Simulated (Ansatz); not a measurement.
Cartesian coordinates in Å:
```
C -0.1537 0.5421 -1.9139
O 0.6212 -0.0971 -0.9045
Si 0.2470 -0.2804 0.6383
C -0.0039 1.3269 1.4880
N -0.1682 2.3596 1.9696
C 1.6135 -1.1736 1.4552
N 2.4657 -1.7357 1.9861
C -1.3056 -1.2319 0.8681
N -2.2929 -1.8172 0.9579
H -1.1140 0.0367 -2.0393
H -0.3201 1.5924 -1.6635
H 0.4109 0.4782 -2.8421
```

Total charge 0; spin multiplicity 1.

**Question.** List the B3LYP/def2-TZVPP orbital energies in eV (Ansatz 0.2.0). (Estimate.)

**Answer.** Ansatz gave: Occupied: -1802.52, -522.38, -391.05, -391.05, -391.03, -279.46, -278.54, -278.54, -278.53, -146.86, -102.20, -102.19, -102.18, -29.59, -25.96, -25.90, -25.88, -20.61, -18.56, -15.40, -15.30, -14.96, -13.65, -13.56, -11.35, -11.25, -11.22, -11.06, -10.87, -10.86, -10.59, -10.57, -10.50, -10.33, -9.92. Lowest empty: -2.91, -2.19, -2.10, -0.70, -0.60, 0.25, 0.63, 1.12.

B3LYP here is the variant with VWN-RPA as its local correlation; programs differ in this.
